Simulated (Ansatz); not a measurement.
A run for Ansatz (an electronic-structure program): R-CCSD(T)/def2-SVPD on H4OSi (SMILES O[SiH3]) with ghost functions.

Ansatz 0.2 input:
```yaml
crystal:
  periodic: [false, false, false]
  atoms:
    - {symbol: O, position_ang: [-0.92023618, 0.44252351, 3.29622971]}
    - {symbol: Si, position_ang: [-0.14683259, 0.32680620, 4.75451449]}
    - {symbol: H, position_ang: [-1.82215991, 0.77053417, 3.27510433]}
    - {symbol: H, position_ang: [-0.03619327, 1.65036074, 5.41543487]}
    - {symbol: H, position_ang: [1.19620962, -0.20231274, 4.45226710]}
    - {symbol: H, position_ang: [-0.86115759, -0.59150974, 5.67499784]}
basis:
  gaussian:
    orbitals: def2-SVPD
    ghost_atoms:
      - {symbol: Ge, position_ang: [0.39343159, -0.39215481, 0.44313808]}
      - {symbol: H, position_ang: [-0.90285126, -1.19267803, 0.62537068]}
      - {symbol: H, position_ang: [1.37107651, -0.70007824, 1.58412865]}
      - {symbol: H, position_ang: [0.08431789, 1.11010137, 0.40104872]}
      - {symbol: H, position_ang: [1.04380532, -0.80140123, -0.89260912]}
magnetization: {spin_polarized: false}
correlation: {method: ccsd_t, electrons: outside_noble_gas}
scf: {lower_state_search: off}
```

Program output:

```
Functional definition: HF
[...]
these checks for a lower state are left out or cut short: stability, starts, cluster_reference, orbital_swaps, neighbouring_geometries, increment
integrals: 0.36 GiB planned
1311 factors; integrals over basis functions are off by at most 1.1e-3 eV
mean field: 0.33 GiB planned
mean field evaluation 1: about -9957.5271 eV, gradient 3.3e1 eV
mean field evaluation 2: about -9957.5277 eV, gradient 3.3e1 eV
mean field evaluation 4: about -9959.7240 eV, gradient 2.3e0 eV
mean field evaluation 8: about -9959.7439 eV, gradient 3.3e-4 eV
mean field -9959.74388010 eV, -366.0138366366 hartree, gradient 1.9e-6 eV, S^2 0.000000; 0 other end points of the search recorded, 0 dependent functions left out
6 core orbitals not correlated
reference -9959.74388010 eV, -366.0138366366 hartree; 7, 7 occupied and 136, 136 virtual orbitals, 1311 factors
second order -8.48620363 eV of doubles, -0.00000000 eV of singles
coupled cluster: 1.00 GiB planned
cycle   1  -8.90683992 eV  change   -4.2e-1 eV  update   7.5e-2
cycle   2  -9.17216929 eV  change   -2.7e-1 eV  update   2.2e-2
cycle   3  -9.23849514 eV  change   -6.6e-2 eV  update   1.1e-2
cycle   4  -9.23466525 eV  change    3.8e-3 eV  update   2.1e-3
cycle   5  -9.23430481 eV  change    3.6e-4 eV  update   7.6e-4
cycle   6  -9.23451407 eV  change   -2.1e-4 eV  update   2.1e-4
cycle   7  -9.23443693 eV  change    7.7e-5 eV  update   7.4e-5
cycle   8  -9.23441091 eV  change    2.6e-5 eV  update   2.4e-5
cycle   9  -9.23441416 eV  change   -3.2e-6 eV  update   9.5e-6
perturbative correction -0.21836824 eV, -0.0080248847 hartree
Total energy: -9969.19666249 eV, -366.3612199823 hartree
Checks for a lower state left out: stability, starts, cluster_reference, orbital_swaps, neighbouring_geometries, increment
```

The run converged.

Cost: roughly 16 core-seconds.
